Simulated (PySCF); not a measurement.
C₂H₄BNO₂, SMILES N#CCB(O)O.

The structure is a stationary point at B3LYP-D3(BJ)/def2-SVP. Other conformers were not sampled.

Two levels are set side by side: PBE/def2-TZVP (PySCF) and r2SCAN/def2-TZVP (PySCF). Same geometry, gas phase. Differences are taken from unrounded values.

```csv
quantity,r2SCAN,PBE,PBE minus r2SCAN
orbital gap (eV),7.95,7.36,-0.58
highest occupied level (eV),-8.18,-7.91,0.28
lowest empty level (eV),-0.24,-0.54,-0.31
dipole moment (D),3.00,2.94,-0.06
mean polarisability (bohr³),47.0,48.3,1.4
```

Rough cost on one machine, each run with all the roots and properties that it gave: r2SCAN against PBE about 4 times.
